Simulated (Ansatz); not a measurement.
C2H8S2Si can be A, `C[SiH](S)CS`, or B, `CS[SiH](C)S`.

Computed with Ansatz on PBE0-D4/def2-TZVP structures; ΔE is electronic, products minus reactants. CBS: MP2 limit from def2 TZ/QZ plus the TZ coupled-cluster correction, frozen cores. DFT in def2-TZVPP. B3LYP here is the variant with VWN-RPA as its local correlation; programs differ in this. Each species was taken in one conformer, which may not be the lowest.

A:

```xyz
13

C    -1.4824   -0.1208   -0.8435
Si   -0.1524    0.6386    0.2178
S     0.4980    2.3876   -0.8486
C     1.2862   -0.5379    0.4867
S     0.7585   -2.0389    1.3609
H    -1.9246   -0.9891   -0.3502
H    -2.2799    0.6030   -1.0251
H    -1.0818   -0.4354   -1.8103
H    -0.6766    1.0236    1.5534
H     1.3156    2.8179    0.1266
H     1.8079   -0.7871   -0.4394
H     2.0183   -0.0681    1.1490
H    -0.0868   -2.4934    0.4227
```

B:

```xyz
13

C    -1.3833   -0.7900    1.3392
S    -0.8742    0.9512    1.2740
Si    0.6844    0.8495   -0.1673
C     0.1291    0.2266   -1.8328
S     2.2456   -0.4950    0.4294
H    -2.0421   -0.8946    2.2005
H    -0.5168   -1.4379    1.4717
H    -1.9289   -1.0742    0.4400
H     1.1781    2.2480   -0.2348
H    -0.6651    0.8658   -2.2238
H    -0.2517   -0.7947   -1.7634
H     0.9621    0.2320   -2.5401
H     2.4630    0.1131    1.6073
```

**Question.** Which is lower in electronic energy at CCSD(T)/CBS, and by how much? (Estimate.)

**Answer.** Computed: B, by 66.3 kJ/mol.

**Question.** Give E(B) − E(A) in kJ/mol with CCSD/def2-TZVPP, B3LYP-D4, PBE0-D4, CCSD(T)/def2-TZVPP, B2PLYP, MP2/def2-TZVPP, ωB97M-V. (An estimate is asked.)

**Answer.** The calculation gave: CCSD/def2-TZVPP -62.6, B3LYP-D4 -68.1, PBE0-D4 -69.6, CCSD(T)/def2-TZVPP -63.4, B2PLYP -66.8, MP2/def2-TZVPP -67.7, ωB97M-V -65.6. None reverses the order clearly.

Largest T1 diagnostic: 0.011.
